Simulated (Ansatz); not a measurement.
Cs7⁻. Total charge -1; singlet. Geometry B3LYP/def2-SVPD; atoms count from 1.

```
atom   x (Å)   y (Å)   z (Å)
 Cs1  -2.243  -3.403  -1.597
 Cs2   2.972  -3.554  -2.501
 Cs3   0.838  -2.315   2.837
 Cs4  -1.212   4.605  -1.468
 Cs5   2.764   1.402  -1.530
 Cs6   0.826   2.540   3.592
 Cs7  -3.945   0.724   0.667
```

In the def2 sets Cs takes a core potential; there is no spin–orbit coupling. The restricted singlet is unstable towards broken spin symmetry in Hartree–Fock (as tested in another run); at PBE0/def2-TZVPD this wasn't settled. Another isomer (singlet) lies 0.14 eV lower at PBE0/def2-TZVPD; other spin states weren't run for this one.

Q: Estimate the Mulliken populations from the PBE0/def2-TZVPD orbitals of Ansatz.

A: 
```
atom  charge (e)
 Cs1       -0.34
 Cs2       -0.43
 Cs3        0.04
 Cs4       -0.60
 Cs5        0.40
 Cs6       -0.35
 Cs7        0.28
```
Mulliken values and Mayer orders depend strongly on the basis. With diffuse functions, as here, like atoms can get unlike values, and bond orders can come out too low or too high.

Q: And the Mayer bond orders between bonded heavy atoms (over 0.3)?

A: Cs1–Cs7 0.41 (5.01 Å); Cs3–Cs6 0.46 (4.91 Å); Cs4–Cs6 0.41 (5.83 Å).
